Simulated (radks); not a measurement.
Spin polarisation of the 4s1 shell in K. Start: [Ar] 4s(up 0.5, down 0.5); electrons of 4s are moved from spin down to spin up, other shells keep equal spins. Method: non-relativistic Kohn-Sham, PBE, spin-polarised, spherical densities, point nucleus; computed with a radial shooting solver on a logarithmic mesh with Libxc functionals.

moment (Bohr magnetons)  E - E(0) (eV)  e(4s up) (eV)  e(4s down) (eV)  3p down minus up (eV)
0                                0.000         -2.311           -2.311                 0.000
0.25                            -0.009         -2.381           -2.234                  0.020
0.5                             -0.037         -2.442           -2.151                  0.040
0.75                            -0.082         -2.494           -2.060                  0.061

At moment 0.75 the spin-polarisation energy is -0.082 eV and the 4s exchange splitting 0.434 eV, that is 0.578 eV per Bohr magneton; E = -I m^2/4 would give I = 0.582 eV.
